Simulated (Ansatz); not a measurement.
Steps of a relaxation of C2H5NSi (`C#CN[SiH3]`) with RKS PBE0-D4/def2-TZVP.

```sh
$ ansatz run in.yaml --threads 2 --pin off --events-out ev --progress --plain --max-ram 4352MiB
```

```yaml
crystal:
  periodic: [false, false, false]
  atoms:
    - {symbol: C, position_ang: [-0.708687, 1.325296, -1.871437]}
    - {symbol: C, position_ang: [-0.048482, 0.896291, -0.930567]}
    - {symbol: N, position_ang: [0.635390, 0.385059, 0.110836]}
    - {symbol: Si, position_ang: [0.091446, -1.012387, 1.052441]}
    - {symbol: H, position_ang: [-1.283430, 1.711746, -2.698684]}
    - {symbol: H, position_ang: [1.524431, 0.839723, 0.338301]}
    - {symbol: H, position_ang: [1.143388, -1.203505, 2.107392]}
    - {symbol: H, position_ang: [-1.247258, -0.747335, 1.682053]}
    - {symbol: H, position_ang: [-0.018398, -2.241190, 0.192565]}
basis:
  gaussian: {orbitals: def2-TZVP}
hamiltonian: {xc: pbe0, dispersion: d4}
relax: {f_tol: 0.005, max_steps: 150}
```

Positions (Å) and forces (eV/Å) along the path, 8 of 8 steps:

```xyz
9
step=1 energy=-11515.1848 eV
C    -0.709    1.325   -1.871    0.934   -0.616    1.344
C    -0.048    0.896   -0.931   -0.936    0.596   -1.326
N     0.635    0.385    0.111    0.069   -0.067    0.104
Si    0.091   -1.012    1.052    0.084    0.243   -0.178
H    -1.283    1.712   -2.699    0.335   -0.220    0.476
H     1.524    0.840    0.338   -0.615   -0.281   -0.190
H     1.143   -1.204    2.107   -0.222    0.063   -0.246
H    -1.247   -0.747    1.682    0.314   -0.029   -0.160
H    -0.018   -2.241    0.193    0.038    0.312    0.176
9
step=2 energy=-11515.2458 eV
C    -0.699    1.307   -1.847   -0.093    0.058   -0.126
C    -0.051    0.887   -0.924    0.073   -0.052    0.105
N     0.628    0.380    0.111    0.004   -0.171    0.165
Si    0.088   -1.006    1.044    0.097    0.256   -0.175
H    -1.267    1.689   -2.664    0.080   -0.053    0.112
H     1.507    0.831    0.334   -0.166   -0.067   -0.058
H     1.135   -1.189    2.085   -0.061   -0.004   -0.047
H    -1.236   -0.732    1.662    0.068   -0.027   -0.030
H    -0.016   -2.215    0.182   -0.002    0.060    0.055
9
step=3 energy=-11515.2498 eV
C    -0.699    1.304   -1.843   -0.009    0.003   -0.007
C    -0.051    0.884   -0.921    0.010   -0.002    0.008
N     0.628    0.378    0.113   -0.017   -0.083    0.066
Si    0.091   -0.999    1.039    0.020    0.073   -0.055
H    -1.264    1.684   -2.658   -0.006    0.004   -0.011
H     1.502    0.828    0.334    0.008    0.019   -0.011
H     1.130   -1.188    2.080    0.003   -0.005    0.007
H    -1.231   -0.730    1.656   -0.008    0.000    0.007
H    -0.018   -2.206    0.183   -0.001   -0.009   -0.004
9
step=4 energy=-11515.2500 eV
C    -0.699    1.303   -1.842    0.000   -0.003    0.005
C    -0.051    0.883   -0.920   -0.004    0.008   -0.013
N     0.629    0.377    0.114    0.010   -0.016    0.022
Si    0.091   -0.998    1.037   -0.002    0.005   -0.006
H    -1.264    1.683   -2.657    0.000    0.000   -0.002
H     1.502    0.829    0.335    0.000    0.011   -0.009
H     1.130   -1.189    2.079    0.001   -0.002    0.002
H    -1.231   -0.729    1.656   -0.002   -0.001    0.001
H    -0.018   -2.205    0.181   -0.002   -0.002   -0.001
9
step=5 energy=-11515.2500 eV
C    -0.699    1.300   -1.841    0.000    0.005   -0.006
C    -0.048    0.883   -0.919   -0.004   -0.009    0.004
N     0.632    0.377    0.115   -0.007    0.003   -0.006
Si    0.090   -0.997    1.036    0.009    0.002    0.003
H    -1.265    1.677   -2.658    0.000   -0.001    0.001
H     1.501    0.836    0.338    0.005    0.001    0.005
H     1.130   -1.194    2.076   -0.002   -0.004    0.001
H    -1.230   -0.727    1.658    0.000    0.001   -0.001
H    -0.023   -2.202    0.177   -0.001    0.001   -0.001
9
step=6 energy=-11515.2500 eV
C    -0.699    1.299   -1.841    0.002    0.004   -0.003
C    -0.048    0.883   -0.919   -0.003   -0.009    0.006
N     0.632    0.378    0.115    0.008    0.009   -0.003
Si    0.092   -0.997    1.037   -0.011   -0.005   -0.002
H    -1.265    1.675   -2.658    0.000   -0.001    0.001
H     1.501    0.838    0.339   -0.001   -0.001    0.001
H     1.130   -1.198    2.077    0.000    0.003   -0.003
H    -1.229   -0.726    1.657    0.002    0.000    0.003
H    -0.025   -2.199    0.175    0.003    0.000    0.001
9
step=7 energy=-11515.2500 eV
C    -0.698    1.298   -1.842   -0.003   -0.001   -0.001
C    -0.048    0.882   -0.919    0.004    0.003    0.000
N     0.633    0.379    0.116   -0.005   -0.005    0.002
Si    0.091   -0.996    1.036    0.001    0.000    0.001
H    -1.265    1.673   -2.659    0.002    0.001    0.000
H     1.500    0.840    0.342    0.000    0.003   -0.002
H     1.131   -1.199    2.075    0.000    0.000    0.000
H    -1.228   -0.725    1.660    0.000    0.000    0.000
H    -0.027   -2.198    0.173    0.000    0.000    0.000
9
step=8 energy=-11515.2501 eV
C    -0.698    1.298   -1.843    0.000    0.000   -0.001
C    -0.048    0.882   -0.919    0.000    0.000    0.000
N     0.632    0.378    0.116    0.000    0.000    0.000
Si    0.091   -0.997    1.036    0.000    0.000    0.000
H    -1.263    1.674   -2.660    0.000    0.000    0.000
H     1.498    0.841    0.343    0.000    0.000    0.000
H     1.132   -1.199    2.074    0.000    0.000    0.000
H    -1.227   -0.726    1.663    0.000    0.000    0.000
H    -0.028   -2.198    0.173    0.000    0.000    0.000
```

It took 21 s on 2 threads of an AMD EPYC 7B13 on a shared host, with 0.33 GiB of host memory at the peak.
